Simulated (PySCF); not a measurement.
Species: AlFH₃Sb.
Bonds: F1–Al2, Al2–Sb3. Hydrogens: H4 on Al2; H5, H6 on Sb3.

Computed by this run: PySCF 2.14.0, PBE0-D3(BJ)/def2-SVP geometry optimisation, gas phase, def2 core potentials past Kr; density fitting, grid level 1; the optimiser is geomeTRIC in internal coordinates, started from a GFN2-xTB structure with every atom displaced at random (about 0.01 Å).

Step 0: E = -15892.0852 eV
```
atom  x, y, z in Å  |  force x, y, z in eV/Å
F1      2.3394   -0.9341    0.5846   -0.516   0.076  -0.026
Al2     0.9796   -0.1203    0.0016    0.830  -0.278   0.165
Sb3    -1.4853   -0.6082    0.6631   -0.137  -0.285   0.284
H4      1.4139    0.9868   -1.0113   -0.026   0.283  -0.244
H5     -1.5260    1.0964    0.7390   -0.058   0.256   0.099
H6     -1.6973   -0.4505   -1.0216   -0.093  -0.052  -0.277
```

Question: Estimate the geometry and energy of step 1. (The exact step hangs on the optimiser's Hessian estimate; all steps are aligned on step 0, rigid shifts and turns removed.)

Answer: E = -15892.1321 eV, largest force 0.266 eV/Å
```
atom  x, y, z in Å  |  force x, y, z in eV/Å
F1      2.2364   -0.9933    0.6450   -0.001   0.092  -0.078
Al2     1.0343   -0.0609   -0.0555    0.187  -0.151   0.115
Sb3    -1.4186   -0.6222    0.6704   -0.098   0.057  -0.040
H4      1.5137    1.0489   -1.0759    0.027   0.018  -0.020
H5     -1.5855    1.0879    0.7843   -0.055   0.022   0.048
H6     -1.7561   -0.4904   -1.0130   -0.060  -0.038  -0.026
```

The energy changes by -0.0469 eV. The first-order estimate −F·Δx gives -0.1054 eV and the mean of the old and new forces, exact on a quadratic surface, -0.0488 eV. The step makes an angle of 70° with the force vector and moves no atom by more than 0.134 Å.

What follows is the cost of the whole optimisation. Hardware: one thread, Arm Neoverse V1 (aarch64), shared host. Cost: 12 s wall, 0.31 GiB resident at most.
